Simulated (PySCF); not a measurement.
Vertical excitations of a molecule C₂H₆BF₂N from PySCF with TDDFT-PBE/def2-SVPD, as energy in eV (oscillator strength): 6.16 (0.019), 6.99 (0.043), 7.30 (0.008), 7.44 (0.029), 8.11 (0.183), 8.17 (0.006), 8.54 (0.012), 8.79 (0.023), 8.89 (0.047), 8.95 (0.020). Lowest triplet (TDA): 6.00 eV. The structure is a stationary point at PBE0-D3(BJ)/def2-SVP. One conformer was computed; it need not be the lowest.

Question: Which structure fits?
A. CCNB(F)F
B. C[C@@H](F)B(N)F
C. CNB(F)CF
D. NB(CF)CF

Answer: A, CCNB(F)F
